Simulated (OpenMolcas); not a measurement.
A calculation on Ir.

- Program: OpenMolcas
- Method: CASSCF
- Basis: ANO-RCC-VQZP [9s8p6d4f2g1h]
- Scalar Hamiltonian: DKH2, point nucleus
- Active space: 9 electrons in 11 orbitals (5d 6s 6d)
- State averaging: 2S+1 = 4 even, 20 roots; 2S+1 = 2 even, 49 roots kept (CI in the orbitals of an earlier block)
- Spin-orbit coupling: RASSI with atomic mean-field integrals over the reference wave functions, term energies averaged over their components

Task: Which level of the active space comes out lowest?

Result: 5d⁸ 6s ⁴F_9/2, with 89 % of that term.

Task: How high does 5d⁸ 6s ⁴F_5/2 [74 %] lie?

Result: 9713 cm⁻¹ above the lowest level.

Task: How high does 5d⁸ 6s ²F_7/2 lie?

Result: 12465 cm⁻¹ above the lowest level.

Task: How high does 5d⁷ 6s² ²P_1/2 lie?

Result: 14943 cm⁻¹ above the lowest level.

Task: The level at 4916 cm⁻¹ has J = 3/2. What is it made of, and what is its g factor?

Result: 39 % 5d⁸ 6s ²D_3/2, 33 % 5d⁷ 6s² ²P, 14 % 5d⁸ 6s ⁴F; g = 0.950, against 0.800 from Landé's formula for the pure leading term.

Without dynamic correlation excited terms often stand tens of per cent too high (terms of higher spin than the ground term too low), and those without a measured partner can miss by more than the paired ones. Terms from blocks run as CI alone lack orbitals of their own. The lowest computed level is not the ground level that NIST lists (4F9/2). Active for correlation alone: 6d; no level in the range computed is led by a configuration that fills it, so any true level of that kind is missing. Only configurations of the active space appear.

A share in square brackets marks a mixed level and gives the weight of the term that names it.
